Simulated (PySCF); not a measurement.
Compound: C₈H₉FOS.
Numbering: `[CH3:1][S@:2](=[O:3])[c:4]1[cH:5][cH:6][cH:7][cH:8][c:9]1[CH2:10][F:11]`

Definitions: NICS(0) = −σiso at the ring centroid; NICS(1) = −σiso and NICS(1)zz = −σzz at ±1 Å along the ring normal z. Level: GIAO PBE0/pcSseg-1 (PySCF, non-relativistic, gas phase) on the GFN2-xTB geometry, one conformer.

Ring bond lengths (Å), with Mayer bond orders in brackets: C4–C5 1.385 (1.39), C5–C6 1.383 (1.44), C6–C7 1.385 (1.43), C7–C8 1.383 (1.43), C8–C9 1.391 (1.44), C9–C4 1.391 (1.35).

Task: What do the NICS probes read (ppm)?

Result: 
| ring | type | NICS(0) | NICS(1), two faces | NICS(1)zz, two faces | rms pucker (Å) | centre to ring atoms, mean (Å) |
| --- | --- | --- | --- | --- | --- | --- |
| C4–C5–C6–C7–C8–C9 | 6-membered carbocycle; formal bonds all aromatic | -9.1 | -11.3 / -11.4 | -28.5 / -27.9 | 0.00 | 1.39 |

Task: What do they say, and how far can they be read as aromaticity?

Result: 
- C4–C5–C6–C7–C8–C9: mean NICS(1)zz -28.2 ppm, shielded, aromatic by this magnetic criterion (flat ring, no four-coordinate atom).

Task: How equal are the bonds by HOMA? HOMA = 1 − mean of α(R − Ropt)² over the ring bonds, with Krygowski's 1993 parameters (CC: Ropt 1.388 Å, α 257.7 Å⁻²).

Result: 
- C4–C5–C6–C7–C8–C9: HOMA 1.00 = 1 − EN − GEO, with mean bond length 1.386 Å, EN = α(Ropt − mean)² = 0.001 and GEO = α × variance = 0.003. The geometric and the magnetic index point the same way.

Task: What are the shieldings of the ring atoms and their hydrogens in the same run (means over atoms taken as equivalent)?

Result: 
```tsv
atoms	environment	σ isotropic (ppm)	principal values of the symmetric part, first atom (ppm)
C4	substituted aromatic carbon	35.8	-36.6, 15.1, 129.0
C5	aromatic CH carbon	58.3	-46.5, 43.1, 178.5
C6	aromatic CH carbon	55.0	-52.8, 39.5, 178.2
C7	aromatic CH carbon	50.7	-60.5, 33.2, 179.6
C8	aromatic CH carbon	56.6	-50.8, 34.0, 186.7
C9	substituted aromatic carbon	41.1	-43.5, 8.8, 157.9
H on C5	aromatic hydrogen	24.57	20.8, 23.6, 29.3
H on C6	aromatic hydrogen	24.18	20.7, 25.0, 26.8
H on C7	aromatic hydrogen	23.94	20.5, 24.6, 26.7
H on C8	aromatic hydrogen	23.56	18.8, 22.8, 29.0
```

Shape of the structure used: `[CH3:1][S@:2](=[O:3])[c:4]1[cH:5][cH:6][cH:7][cH:8][c:9]1[CH2:10][F:11]`: C1–S2–C4–C5 -89°, C8–C9–C10–F11 4°.
